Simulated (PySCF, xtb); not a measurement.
C2HGaS: where a starting geometry ends

The starting geometry of this gas-phase singlet was built from a drawn formula by distance geometry; its bonds are those of `S=[C]1[C][GaH]1`.

```xyz
5

C    -1.5734    0.6828    0.1012
C    -0.6198    1.7492    0.0106
Ga   -1.5714    2.1756   -1.3749
S    -2.2109   -0.5814    0.6771
H    -1.6360    2.3757   -2.9495
```

Problem. Where would you expect an optimisation with r2SCAN-D4/def2-SVP to take it?

Solution. A bond breaks, giving a structure given below by its coordinates. Distances that change by over a tenth: C1–C2 (1.43 → 1.28 Å). Contacts that open: C1–Ga3 (2.10 → 3.02 Å).

The energy falls by 1.47 eV over 19 steps:

| step | E − E(last) (eV) |
| --- | --- |
| 1 | 1.467 |
| 3 | 0.547 |
| 5 | 0.373 |
| 7 | 0.245 |
| 9 | 0.114 |
| 11 | 0.035 |
| 13 | 0.003 |
| 15 | 0.000 |
| 17 | 0.000 |
| 19 | 0.000 |

Final geometry (Å):

```xyz
5

C    -1.7679    0.1933    0.4330
C    -1.6542    1.0186   -0.5391
Ga   -1.4951    2.1365   -1.8659
S    -1.9056   -0.8217    1.6363
H    -1.3607    3.1101   -3.0152
```

From the same start GFN2-xTB reaches the same bonding as this run.

No frequencies were run, so the end isn't proven a minimum. Run with PySCF 2.14.0, 2.4 min on 2 threads of Arm Neoverse V1, on a shared host.
